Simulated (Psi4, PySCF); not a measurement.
H3OSb, singlet, at a GFN2-xTB geometry (core potentials on Sb), atoms displaced at random by about 0.03 Å a coordinate. Base run: R2SCAN/def2-SVP, gradient run with PySCF.

The PySCF input:
```python
from pyscf import gto, scf, dft

mol = gto.M(
    atom='''
Sb   -0.179025   -0.202832    0.197869
H    -1.597193    0.080337   -0.776298
H     0.342145   -1.406482   -0.906189
O     1.014036    1.101794   -0.902003
H     1.065717    1.924647   -0.393729
''',
    basis='def2-svp',
    ecp={'Sb': 'def2-svp'},
    charge=0,
    spin=0,
    verbose=4,
)

mf = dft.RKS(mol)
mf.xc = 'r2scan'
mf.kernel()
g = mf.nuc_grad_method()
grad = g.kernel()
```

Programs used: Psi4, PySCF; a row that names a program was run with it.

The coordinate followed is z of atom 2.

Variants of this job, named by their change:

| change | dE/dx (Eh/bohr) | net force (Eh/bohr) |
|---|---|---|
| base | -0.003274 | 0.000056 |
| finite difference step (bohr) = 0.05; conv_tol = 1e-11 | -0.003265 | - |
| finite difference step (bohr) = 1e-5; conv_tol = 1e-11 | -0.003272 | - |
| grids.level = 1; grid_response = on | -0.003344 | 0.000000 |
| finite difference step (bohr) = 0.01; conv_tol = 1e-11 | -0.003272 | - |
| grids.level = 5; grid_response = on | -0.003275 | 0.000000 |
| conv_tol = 1e-11 | -0.003273 | 0.000056 |
| density fitting = on; auxbasis_response = off | -0.003264 | 0.001550 |
| grids.level = 1; grid_response = off | -0.003308 | 0.000805 |
| code = psi4 | -0.003254 | 0.000834 |
| finite difference step (bohr) = 0.2; conv_tol = 1e-11 | -0.003159 | - |
| finite difference step (bohr) = 1e-4; conv_tol = 1e-11 | -0.003272 | - |

The net force is zero for an exact gradient.
